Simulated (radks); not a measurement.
Question: All-electron atom: Yb4+ in [Xe] 4f12. All-electron calculation, scalar-relativistic Kohn-Sham, LDA (Slater exchange, Perdew-Wang correlation), spin-polarised, spherical densities, finite nucleus; open shells are filled with parallel spins first (spin-orbit coupling, left out, can overturn this in heavy ions); Fermi nuclear charge, rms radius 5.3108 fm. Program: a radial shooting solver on a logarithmic mesh with Libxc functionals. Some entries of the table are withheld. Estimate them.

orbital  occ.  eigenvalue (eV)  <r^2> (bohr^2)  <1/r> (bohr^-1)
1s down     1        -61228.57       0.0005307            80.55
1s up       1        -61228.57       0.0005307            80.55
2s up       1        -10422.37        0.008222            18.78
2s down     1        -10422.32        0.008222            18.78
2p up       3        -9197.862        0.006719            17.25
2p down     3        -9197.825        0.006719            17.25
3s up       1        -2394.142         0.05382            6.936
3s down     1        -2393.121         0.05379            6.938
3p up       3        -2024.884         0.05430            6.460
3p down     3        -2023.867         0.05427            6.462
3d up       5        -1573.651         0.04516            6.120
3d down     5        -1572.858         0.04513            6.122
4s up       1        -516.8352          0.2681            2.942
4s down     1        -514.8832          0.2682            2.941
4p up       3        -395.2128          0.3042            2.687
4p down     3        -393.3062          0.3044            2.686
4d up       5        -234.9029          0.3593            2.382
4d down     5        -233.0546          0.3600            2.380
5s up       1        -104.2294           1.509            1.148
5s down     1        -103.4124           1.520            1.143
5p up       3         -74.2015           2.021           0.9767
5p down     3         -73.5983           2.039           0.9715
4f up       7         -58.3299          0.6118            1.850
4f down     5         -56.6505          0.6248            1.840
5d up       0         -38.8904             (1)              (2)
5d down     0         -38.6065             (3)              (4)
6s up       0         -34.3863           7.649           0.4927
6s down     0         -34.2613           7.695           0.4914
6p up       0         -26.6607           10.54           0.4212
6p down     0         -26.5647           10.60           0.4201
5f up       0         -16.0342           14.38           0.3500
5f down     0         -15.9882           14.50           0.3492

Answer: 
(1) 5d up <r^2> (bohr^2): 3.789
(2) 5d up <1/r> (bohr^-1): 0.6987
(3) 5d down <r^2> (bohr^2): 3.835
(4) 5d down <1/r> (bohr^-1): 0.6935
